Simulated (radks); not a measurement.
Zn II, configuration [Ar] 3d8 4s1 4d2 (not the ground configuration). Calculated with a radial shooting solver on a logarithmic mesh with Libxc functionals: Dirac Kohn-Sham, LDA (Slater exchange, Perdew-Wang correlation), spin-unpolarised, spherical densities, point nucleus; open shells are shared between the two j in proportion to 2j + 1.

Normalised radial functions P(r) = r R(r) (large component), r in bohr:

```
   r/bohr * 3p3/2, o 3d3/2, + 4d5/2 (the largest magnitude, 1.29, reaches the edge; | marks zero, & curves that meet)
 0.001935                             &
 0.002581                             &
 0.003415                             &
 0.004555                             &
 0.006075                             &
 0.008039                             &
  0.01072                             &*
   0.0143                             &*
  0.01907                             & *
  0.02524                             &  *
  0.03366                             &   *
  0.04489                             &      *
   0.0594                             +o       *
  0.07922                             + o         *
   0.1057                             |+ o          *
   0.1409                             |+    o       *
   0.1865                             | +      o*
   0.2487                             *  +          o
   0.3317                 *           |   +              o
   0.4389      *                      |   +                 o
   0.5854  *                          |   +                  o
   0.7807      *                      |  +                 o
    1.041              *              +               o
    1.378                      *   +  |         o
    1.838                      +    * |    o
    2.451                   +         * o
    3.243                  +          *o
    4.325                   +         &
    5.769                      +      &
    7.694                          +  &
    10.18                            +&
    13.58                             &
```

3p3/2: eigenvalue -117.47 eV, 1 radial node at r = 0.251 bohr, <r> = 0.703 bohr, 90 % of the charge inside 1.08 bohr. 3d3/2: eigenvalue -44.314 eV, 0 radial nodes, <r> = 0.784 bohr, 90 % of the charge inside 1.32 bohr. 4d5/2: eigenvalue -5.766 eV, 1 radial node at r = 1.07 bohr, <r> = 4.02 bohr, 90 % of the charge inside 6.14 bohr.
